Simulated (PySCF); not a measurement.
Dipole response of Ga⁺ (gallium, charge +1)

[Ar] 3d10 4s2, closed-shell 1S. Computed with PySCF 2.14 in aug-cc-pV5Z-PP with ECP10MDF, with a scalar-relativistic core potential. Coupled (time-dependent) response in atomic units; α is the mean over directions.

| method | mean α (bohr³) | C₆ (like pair) | S(−4) |
| --- | --- | --- | --- |
| UHF | 21.23 | 112.0 | 222.6 |
| PBE | 17.53 | 87.88 | 144.9 |
| PBE0 | 18.40 | 93.29 | 162.0 |

S(−4) is the Cauchy moment in α(ω) = α(0) + S(−4) ω² + …

α(iu) at PBE:

```csv
u (hartree),α(iu) (bohr³)
0,17.53
0.0500,17.17
0.100,16.20
0.200,13.28
0.300,10.35
0.500,6.364
0.750,3.925
1.00,2.722
1.50,1.610
2.00,1.104
3.00,0.6346
5.00,0.2948
```

For an ion, C₆ is the dispersion term alone; charge-induced terms of lower order in 1/R come first.

Energies and moments cover only the electrons outside the core potential.
